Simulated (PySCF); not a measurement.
## Simulated absorption spectrum

C4H9OP2 (charge +1).
SMILES: `CP(C#C[PH3+])CO`

Computed with TDDFT wB97X-D/def2-SVPD, vertical, gas phase, core orbitals frozen in the response (PySCF). Geometry: GFN2-xTB, one conformer, isolated ion. GFN2-xTB frequencies show an imaginary mode (24i cm⁻¹), so this geometry is no minimum at that level. Torsions of this conformer, `[CH3:1][P:2]([C:3]#[C:4][PH3+:5])[CH2:6][OH:7]`: C1–P2–C6–O7 160°, H–O7–C6–P2 83°.

Each state is given a Gaussian of 0.25 eV full width at half maximum, with ε(max) = 2.175×10⁸ f / Δν̃ (Δν̃ the width in cm⁻¹). The width is an assumption, not a result. The curve ends short of the highest state used, and states not computed would add to its high-energy end.

| λ (nm) | ε (L mol⁻¹ cm⁻¹) |
| --- | --- |
| 211.4 | 1123 |
| 214.3 | 3260 |
| 217.2 | 9018 |
| 220.1 | 15578 |
| 223.0 | 16865 |
| 225.9 | 12464 |
| 228.8 | 7346 |
| 231.7 | 4065 |
| 234.6 | 2100 |
| 237.5 | 893 |
| 240.4 | 289 |
| 243.3 | 72 |
| 246.2 | 37 |
| 249.2 | 162 |
| 252.1 | 708 |
| 255.0 | 2277 |
| 257.9 | 5454 |
| 260.8 | 9915 |
| 263.7 | 13921 |
| 266.6 | 15343 |
| 269.5 | 13480 |
| 272.4 | 9577 |
| 275.3 | 5577 |
| 278.2 | 2696 |
| 281.1 | 1097 |
| 284.0 | 388 |
| 286.9 | 144 |
| 289.8 | 109 |
| 292.7 | 174 |
| 295.6 | 295 |
| 298.5 | 440 |
| 301.4 | 565 |
| 304.3 | 629 |
| 307.2 | 613 |
| 310.1 | 526 |
| 313.0 | 400 |
| 315.9 | 272 |
| 318.8 | 166 |
| 321.7 | 92 |
| 324.6 | 46 |
| 327.5 | 21 |
| 330.4 | 9 |
| 333.3 | 3 |
| 336.2 | 1 |

Question: Where are the band maxima, and which computed states make them?

Answer: 305 nm (4.06 eV), ε about 630, made up of S1 (100%); 266 nm (4.65 eV), ε about 15000, made up of S2 (100%); 222 nm (5.58 eV), ε about 17000, made up of S4 (97%) (ε in L mol⁻¹ cm⁻¹; maxima over ε = 5, shares over 10%). The states used: S1 4.06 eV (f 0.0059); S2 4.65 eV (f 0.142); S3 5.39 eV (f 0.026); S4 5.59 eV (f 0.155); S5 5.93 eV (f 0.0056); S6 6.16 eV (f 0.0070); S7 6.23 eV (f 0.165); S8 6.46 eV (f 0.0059).

Question: Coming from long wavelengths, where does ε first pass 100 L mol⁻¹ cm⁻¹?

Answer: At about 321 nm (3.86 eV), 0.20 eV below S1.

Question: What would ε be at 5.58 eV, the highest of these maxima, with half the width (0.125 eV)?

Answer: About 33000 L mol⁻¹ cm⁻¹ against 17200, a factor of about 1.9; a lone state at its own centre would give exactly 2.

Question: On this curve, what absorbance would a 10⁻³ mol/L sample give at 248 nm over a 1 cm path?

Answer: 248 nm is 4.999 eV, where ε is about 83 L mol⁻¹ cm⁻¹, so A = ε c l ≈ 0.083 (Beer–Lambert, with the gas-phase spectrum and the assumed width).

The run took 48 s wall (with the writing of density and orbital grids) on an Arm Neoverse V1 with one thread, on a shared host, and the process peaked at 0.94 GiB of memory.
